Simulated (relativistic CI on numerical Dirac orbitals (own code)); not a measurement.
## Forbidden lines of Zr8+

These numbers are calculated, not measured: Dirac-Coulomb-Breit CI, orbitals from a KLI potential per configuration, QED by a radiative potential, unscaled Slater integrals (own radial code, finite nucleus).

Configurations in the expansion (outside the closed core [Ar] 3d10): 4s²4p², 4s4p³, 4p⁴, 4s²4p4d, 4s4p²4d, 4s²4p4f, 4s4p²4f, 4s²4p5s, 4p³4d, 4s²4p5p, 4s4p4d², 4s²4d5p, 4s²4d4f, 4p³5s, 4s²4p5d, 4s4p²5s, 4p³5p, 4p³4f, 4s4p4d5s, 4s4p²5p, 4s²4p6s, 4s²5s5p, 4s²4f5s, 4s²4p6p, 4s²4p5f, 4s²4p5g, 4s²4d², 4s4d³, 4s4d²4f, 4p²4d², 4p4d³, 4p4d²4f, 4p4d²5s, 4s²4f², 4s4d4f², 4s4f³, 4s²4d5s, 4s4d²5s, 4s4d4f5s, 4p²4f², 4p4d4f², 4p4f³, 4p4f²5s, 4s²5s², 4s4d5s², 4s4f5s², 4s4p4d5p, 4s4d²5p, 4p4d²5p, 4s4d4f5p, 4p4d4f5p, 4s4d5s5p, 4s4p4d4f, 4s²5p², 4s4d5p², 4s4f5p², 4s²4f5p, 4s4f²5p. Double excitations out of closed p, d and f shells are left out; levels of such configurations are missing from the list, as are those of other unlisted configurations, and high levels can miss mixing partners. These lack a partner that the ground configuration has and come out too high: 4s²4p5d, 4s²4p6s, 4s²4p6p, 4s²4p5f, 4s²4p5g.

| λ vac (nm) | Lower | Upper | Type | A (s⁻¹) | E lower (eV) | E upper (eV) |
| --- | --- | --- | --- | --- | --- | --- |
| 56.458 | 4s4p³ ⁵S°2 [6] | 4s²4p4d ³F°4 [18] | E2 | 1.83e+01 | 19.6138 | 41.5743 |
| 77.810 | 4s4p³ ³D°2 [8] | 4s²4p4d ³F°4 [18] | E2 | 2.33e+01 | 25.6401 | 41.5743 |
| 80.341 | 4s4p³ ³D°3 [9] | 4s²4p4d ³F°4 [18] | M1 | 6.11e+00 | 26.1421 | 41.5743 |
| 103.86 | 4s4p³ ³P°2 [12] | 4s²4p4d ³F°4 [18] | E2 | 4.57e+01 | 29.6364 | 41.5743 |
| 174.07 | 4s²4p² ³P1 [2] | 4s²4p² ¹S0 [5] | M1 | 7.07e+02 | 1.3504 | 8.4729 |
| 343.07 | 4s²4p² ³P1 [2] | 4s²4p² ¹D2 [4] | M1 | 6.97e+01 | 1.3504 | 4.9643 |
| 469.27 | 4s²4p² ³P2 [3] | 4s²4p² ¹D2 [4] | M1 | 6.47e+01 | 2.3223 | 4.9643 |
| 918.15 | 4s²4p² ³P0 [1] | 4s²4p² ³P1 [2] | M1 | 2.16e+01 | 0.0000 | 1.3504 |
| 924.44 | 4s²4p4d ³F°3 [17] | 4s²4p4d ³F°4 [18] | M1 | 2.51e+01 | 40.2331 | 41.5743 |
| 1275.6 | 4s²4p² ³P1 [2] | 4s²4p² ³P2 [3] | M1 | 5.13e+00 | 1.3504 | 2.3223 |

Terms are leading LS components. Brackets give the number of a level in order of energy, since labels repeat. The list gives strong lines, with weight on those to low levels, among the lowest 400 of 5076 levels, so that lines to higher ones, which can be the strongest, are missing. Levels whose partners in the same complex of configurations lie outside the list can be far off, and so can their lines. Rates are taken at the computed energies, electric ones in the length gauge.

At this charge configurations can still be misplaced by up to about 7 % of their energy.

Task: From the table, what is the radiative lifetime of 4s²4p4d ³F°4?

Result: The listed rates from this level add up to about 1.18e+02 s⁻¹, 99 % of its decay; with all channels τ = 8.37e-03 s.

LS names give the leading component of a level, which can be under half, so a name can repeat, a term be missing and a line seem to break the LS rules.
